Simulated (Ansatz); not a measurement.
Ansatz (a first-principles code) input (CCSD(T)/aug-cc-pV(D+d)Z):
A basis named .json is the Basis Set Exchange file of that set.

Ansatz 0.2 input:
```yaml
crystal:
  periodic: [false, false, false]
  atoms:
    - {symbol: Si, position_ang: [2.27175545, -0.46067286, 0.25619597]}
    - {symbol: C, position_ang: [0.36671549, -0.15247429, 0.28119500]}
    - {symbol: N, position_ang: [-0.51943120, -0.66403028, 1.10817924]}
    - {symbol: C, position_ang: [-1.81300376, -0.40048459, 0.75001578]}
    - {symbol: C, position_ang: [-1.99334556, 0.32461351, -0.38895057]}
    - {symbol: S, position_ang: [-0.44678343, 0.72823381, -1.04338935]}
    - {symbol: H, position_ang: [2.59381349, 0.75473743, -0.61906163]}
    - {symbol: H, position_ang: [2.56508231, 0.21692404, 1.59337234]}
    - {symbol: H, position_ang: [-2.61831543, -0.77775861, 1.36940945]}
    - {symbol: H, position_ang: [-2.92280044, 0.62206038, -0.84705031]}
basis:
  gaussian:
    orbitals: aug-cc-pV_D+d_Z.json
total_charge: -1
magnetization: {spin_polarized: false}
correlation: {method: ccsd_t, electrons: outside_noble_gas}
output: {forces: true}
```

Output:

```
Functional definition: HF
integrals: 0.91 GiB planned
1941 factors; integrals over basis functions are off by at most 5.7e-4 eV
1.16 GiB of device memory are held for the factors and their scratch space
mean field: 1.25 GiB planned
mean field evaluation 1: about -23312.5064 eV, gradient 2.9e1 eV
mean field evaluation 2: about -23312.5409 eV, gradient 2.9e1 eV
mean field evaluation 4: about -23315.7488 eV, gradient 6.1e0 eV
mean field evaluation 8: about -23315.8990 eV, gradient 4.8e-1 eV
mean field evaluation 16: about -23315.9022 eV, gradient 1.1e-6 eV
mean field -23315.90216463 eV, -856.8436004641 hartree, gradient 1.1e-6 eV, S^2 0.000000; 0 other end points of the search recorded, 0 dependent functions left out
14 core orbitals not correlated
reference -23315.90216463 eV, -856.8436004641 hartree; 16, 16 occupied and 162, 162 virtual orbitals, 1941 factors
densities: 6.37 GiB planned
second order -22.88023509 eV of doubles, -0.00000000 eV of singles
coupled cluster: 4.85 GiB planned
cycle   1  -22.99187309 eV  change   -1.1e-1 eV  update   1.5e-1
cycle   2  -23.78912511 eV  change   -8.0e-1 eV  update   4.9e-2
cycle   3  -23.98622812 eV  change   -2.0e-1 eV  update   2.7e-2
cycle   4  -23.97415163 eV  change    1.2e-2 eV  update   8.3e-3
cycle   5  -23.97103312 eV  change    3.1e-3 eV  update   4.6e-3
cycle   6  -23.97207238 eV  change   -1.0e-3 eV  update   1.7e-3
cycle   7  -23.97113912 eV  change    9.3e-4 eV  update   7.2e-4
cycle   8  -23.97085201 eV  change    2.9e-4 eV  update   2.9e-4
cycle   9  -23.97095181 eV  change   -1.0e-4 eV  update   1.2e-4
cycle  10  -23.97100724 eV  change   -5.5e-5 eV  update   4.9e-5
cycle  11  -23.97094434 eV  change    6.3e-5 eV  update   2.6e-5
cycle  12  -23.97095809 eV  change   -1.4e-5 eV  update   1.3e-5
cycle  13  -23.97095526 eV  change    2.8e-6 eV  update   5.8e-6
cycle  14  -23.97095714 eV  change   -1.9e-6 eV  update   2.8e-6
coupled cluster: 4.85 GiB planned
perturbative correction -1.23859316 eV, -0.0455174591 hartree
the calculation of the forces begins
1.16 GiB of device memory are held for the factors and their scratch space
Total energy: -23341.11171494 eV, -857.7700343501 hartree
Atom 0 at     2.271755    -0.460673     0.256196 Å, force     0.413069    -0.250427    -0.031408 eV/Å
Atom 1 at     0.366715    -0.152474     0.281195 Å, force     0.354229     0.384807    -0.512124 eV/Å
Atom 2 at    -0.519431    -0.664030     1.108179 Å, force     0.249161    -0.702562     1.052232 eV/Å
Atom 3 at    -1.813004    -0.400485     0.750016 Å, force    -0.482039    -0.327946     0.557022 eV/Å
Atom 4 at    -1.993346     0.324614    -0.388951 Å, force    -0.001320     0.400957    -0.645860 eV/Å
Atom 5 at    -0.446783     0.728234    -1.043389 Å, force     0.280701     0.310770    -0.481069 eV/Å
Atom 6 at     2.593813     0.754737    -0.619062 Å, force     0.003711     0.111772    -0.091737 eV/Å
Atom 7 at     2.565082     0.216924     1.593372 Å, force     0.019803     0.065489     0.123595 eV/Å
Atom 8 at    -2.618315    -0.777759     1.369409 Å, force    -0.362606    -0.162675     0.270572 eV/Å
Atom 9 at    -2.922800     0.622060    -0.847050 Å, force    -0.474708     0.169816    -0.241224 eV/Å
Dipole moment:    -1.539864     0.435499    -0.340744 e Å
```

It need not be the lowest isomer of its formula. Whether it binds its extra electron was not tested at this geometry.
